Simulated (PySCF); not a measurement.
## Ar¹⁷⁺ (argon, charge +17) across methods

1s1, 2S determinant. Computed with PySCF 2.14 in an even-tempered Gaussian basis (15 s from 12 bohr⁻², ratio 2.2; 7 p from 19 bohr⁻², ratio 2.4; 4 d from 56 bohr⁻², ratio 2.4; 3 f from 85 bohr⁻², ratio 2.4; 3 g from 130 bohr⁻², ratio 2.4), with no relativity, point nucleus.

```csv
method,E (hartree),mean ε 1s α (eV),Σ⟨r²⟩ (bohr²),⟨S²⟩
PBE0,-161.9179,-4322.2,0.009289,0.750
UHF,-161.99992,-4408.2,0.009259,0.750
LDA,-161.2591,-4279.3,0.009331,0.750
B97-3,-161.9626,-4324.0,0.009280,0.750
r2SCAN,-162.0001,-4307.0,0.009275,0.750
```

Q: Estimate the same row for PBE.

A: E (hartree) = -161.8887; mean ε 1s α (eV) = -4293.5; Σ⟨r²⟩ (bohr²) = 0.009300; ⟨S²⟩ = 0.750.

For one electron the Hartree and exchange-correlation energies should cancel; what remains is the self-interaction error.
